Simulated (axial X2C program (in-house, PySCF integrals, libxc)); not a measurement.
**Photoelectron levels of GeP⁻ by EOM-IP-CCSD**

Calculated with an in-house all-electron X2C program for linear molecules (integrals from PySCF): two-component X2C with atomic mean-field Coulomb and Gaunt terms, Gaussian nuclei, basis Ge dyall-acv3z, P dyall-av3z with contracted cores.

R = 2.069 Å (near the PBE0 minimum at charge -1 of the determinant lowest at the starting distance; the state shown can have its own minimum elsewhere).

Hartree–Fock spinors of GeP⁻ (one of each Kramers pair; a window near the gap, which can cut inner shells):

| ω | occupied | ε (eV) | character |
| --- | --- | --- | --- |
| 1/2 | yes | -15.81 | 49% P s, 25% Ge s, 11% Ge p |
| 1/2 | yes | -8.82 | 35% Ge s, 27% P p, 18% P s |
| 1/2 | yes | -3.39 | 39% Ge p, 39% P p, 11% Ge s |
| 1/2 | yes | -2.76 | 56% P p, 33% Ge p, 5% Ge d |
| 3/2 | yes | -2.72 | 57% P p, 32% Ge p, 6% Ge d |
| 1/2 | no | 3.55 | 85% Ge p, 7% P p, 3% Ge s |
| 3/2 | no | 3.76 | 92% Ge p, 5% Ge d |
| 1/2 | no | 3.76 | 92% Ge p, 5% Ge d |
| 1/2 | no | 4.10 | 65% Ge s, 23% P p, 10% Ge p |
| 1/2 | no | 5.17 | 76% P p, 12% Ge p, 7% P d |
| 3/2 | no | 5.18 | 77% P p, 12% Ge p, 7% P d |

Vertical detachment energies of GeP⁻ to the states of GeP:

```csv
Ω of GeP,vertical detachment energy (eV),above lowest (cm⁻¹),ionised spinor,one-hole weight
3/2,2.944,0,"57% P pπ, 32% Ge pπ",0.94
1/2,2.997,430,"47% P pπ, 27% Ge pπ, 7% P pσ",0.94
1/2,3.072,1036,"33% P pσ, 32% Ge pσ, 9% P pπ",0.94
1/2,7.245,34695,"34% Ge sσ, 24% P pσ, 20% P sσ",0.74
```

(1) How far does the lowest EOM-IP-CCSD energy lie from the Koopmans value −ε of the highest filled spinor?

(2) Take the first Ω = 1/2 and Ω = 3/2 rows of π character: how far apart are they, and which lies lower?

This point took 33 s on 1 thread of Intel(R) Xeon(R) Processor @ 2.30GHz, on a shared host.

Reference electrons by ω block (each with its −ω partner): 1/2: 17, 3/2: 6, 5/2: 1. 20 electrons of GeP⁻ correlated (inner shells frozen), 94 natural virtual spinors (a truncated set); levels can be off by some tenths of an eV. Roots sought by Ω: (1/2: 4, 3/2: 3, 5/2: 1); the list ends where they run out and leaves out roots under 60 % one-particle weight. The solver can skip a root, and states that need a further excitation, which the method places far too high, are missing though they may lie low or lowest. T1 of the reference 0.016 (Lee–Taylor). Number of frozen shells: Ge 3 s, 2 p; P 2 s, 1 p.

## Answers

(1) 2.944 eV against 2.72 eV, a shift of 0.22 eV: relaxation of the final state lowers the energy and the loss of correlation raises it.

(2) E(3/2) − E(1/2) = 0 − 430 = -430 cm⁻¹ at EOM-IP-CCSD: inverted, Ω = 3/2 lower. Splittings at this level can be off by ten to twenty per cent.
